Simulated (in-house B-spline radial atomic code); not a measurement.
## Removing one electron from Er⁵⁸⁺

Closed shell [He] 2s2 2p6. Computed with an all-electron radial atomic-structure program (B-spline basis): Koopmans values of Dirac-Hartree-Fock plus a diagonal self-energy, in second order or with its direct term screened (direct RPA, with the hole-particle interaction, or full time-dependent Hartree-Fock), linearised in energy; no-pair Dirac-Coulomb Hamiltonian, finite nucleus. Shifts add to the Koopmans value (the ΔSCF shift is orbital relaxation alone); the final value takes TDHF screening with Breit and QED.

Command:
```bash
python run_mb.py task.json out
```
Settings (nuclear radius in fm, box in bohr, cutoff in hartree):
```
basis_form          2
Z                   68
core_configuration  [He] 2s2 2p6
rms_radius          5.2516
mass_number         166
speed_of_light      137.036
box_radius          2.29
lmax                7
intervals           56
virtual_cutoff      18496.0
```

Time taken, with all properties: 5 s on 1 thread of Arm Neoverse N1, with other jobs on the host.

Energies in eV:

| subshell | Koopmans | ΔSCF shift | second order | direct RPA | hole-particle | TDHF | Breit + QED | final |
| --- | --- | --- | --- | --- | --- | --- | --- | --- |
| 2p3/2 | 12940.48 | -3.093 | ? | ? | ? | ? | ? | ? |
| 2p1/2 | 13895.25 | -4.057 | -2.328 | -2.031 | -2.196 | -2.223 | -30.485 | 13862.54 |
| 2s1/2 | 14317.40 | -2.515 | -3.257 | -2.935 | -3.124 | -3.150 | -31.525 | 14282.73 |

(1) What does the self-energy do to 2p3/2?

Results:

(1) It shifts the removal energy by -1.498 eV in second order, -1.289 with direct RPA, -1.410 with the hole-particle term and -1.427 with TDHF screening (quasi-particle weight 1.000); Breit and QED add -19.709 eV. The final value is 12919.34 eV, against 12918 ± 6 eV (NIST, tabulated theory).
